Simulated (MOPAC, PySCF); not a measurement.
C4H10Cl2Si, SMILES `CC[Si](Cl)(Cl)CC` (C–C–Si–Cl torsion -179°, Cl–Si–C–C torsion 63°), neutral singlet in the gas phase. 

Cartesian coordinates (Å):
```xyz
17

C      2.0747    -0.2236     0.6960
C      1.4340    -0.0086    -0.6817
Si    -0.1231     1.0288    -0.6316
Cl    -0.8698     1.1862    -2.5725
Cl     0.3763     2.9391     0.0401
C     -1.4750     0.3512     0.4713
C     -1.9201    -1.0690     0.0975
H      2.9993    -0.8172     0.6210
H      2.3313     0.7372     1.1689
H      1.3961    -0.7582     1.3806
H      2.1392     0.4840    -1.3724
H      1.1708    -0.9726    -1.1516
H     -2.3233     1.0551     0.4276
H     -1.1010     0.3894     1.5097
H     -2.7315    -1.4216     0.7533
H     -2.2867    -1.1099    -0.9401
H     -1.0912    -1.7904     0.1839
```
Charge 0, spin multiplicity 1.

All levels are single points at this geometry (B3LYP-D3(BJ)/def2-SVP); Pople sets use spherical d functions. Orbital energies aren't observables, and empty levels follow the basis.

B3LYP/6-311+G** in PySCF gives HOMO (eV) = -8.10.

Problem. Estimate the HOMO (eV) from each of these levels: B3LYP-D3(BJ)/def2-TZVP in PySCF; B3LYP/LANL2DZ in PySCF; BP86/6-31G* in PySCF; M06-2X/6-31G* in PySCF; PBE/6-31G* in PySCF; SVWN5/6-31G* in PySCF; HF/3-21G in PySCF; AM1 in MOPAC.

Solution. 
```csv
level,HOMO (eV)
B3LYP-D3(BJ)/def2-TZVP in PySCF,-7.99
B3LYP/LANL2DZ in PySCF,-8.17
BP86/6-31G* in PySCF,-6.92
M06-2X/6-31G* in PySCF,-9.38
PBE/6-31G* in PySCF,-6.81
SVWN5/6-31G* in PySCF,-6.88
HF/3-21G in PySCF,-11.53
AM1 in MOPAC,-10.86
```
